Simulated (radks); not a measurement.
Problem. The mean radii <r> (bohr) of the occupied orbitals of an atom or ion are listed with their occupations. All-electron calculation, Dirac Kohn-Sham, PBE, spin-unpolarised, spherical densities, point nucleus. Program: a radial shooting solver on a logarithmic mesh with Libxc functionals.

| orbital | occ. | <r> |
|---|---|---|
| 1s1/2 | 2 | 0.03707 |
| 2s1/2 | 2 | 0.1613 |
| 2p1/2 | 2 | 0.1378 |
| 2p3/2 | 4 | 0.1421 |
| 3s1/2 | 2 | 0.4194 |
| 3p1/2 | 2 | 0.4074 |
| 3p3/2 | 4 | 0.4149 |
| 3d3/2 | 0.8 | 0.3744 |
| 3d5/2 | 1.2 | 0.3766 |

Name the element and its charge. Open shells, if any, are shared by 2j + 1.

Solution. Z = 40, zirconium, charge +20: Zr20+ in [Ar] 3d2. The 1s radius gives Z: for a bare nucleus <r> = (2 gamma + 1)/(2Z) with gamma = sqrt(1 - (Z/c)^2), 0.03641 bohr for Z = 40, and screening makes it slightly larger (0.03707 here). The occupations add up to 20, and the charge is Z minus that.
